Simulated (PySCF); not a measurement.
Ga(Cl)(SH)2 (ClGaH₂S₂), SMILES [SH][Ga]([SH])[Cl]. Heavy atoms are numbered as in [Ga:1]([Cl:2])([SH:3])[SH:5]. Hydrogens are named by the atom that carries them.

Geometry: PBE0-D3(BJ)/def2-SVP. One conformer was computed; it need not be the lowest.

Calculation: PySCF with M06-2X/def2-TZVP.

ESP charges are fitted to the potential on shells at 1.4 to 2.0 van der Waals radii. Atomic charges (e), one atom of each kind:

| atom | ESP fit | meta-Löwdin |
|---|---|---|
| Ga1 | 0.40 | … |
| Cl2 | -0.16 | … |
| S3 (SH) | -0.28 | … |
| H on S3 | 0.17 | … |

Question: Fill in the missing entries. (An estimate is asked for; the answer gives what the named calculation found.)

Answer: 
- Ga1, meta-Löwdin: 0.62
- Cl2, meta-Löwdin: -0.30
- S3 (SH), meta-Löwdin: -0.27
- H on S3, meta-Löwdin: 0.11
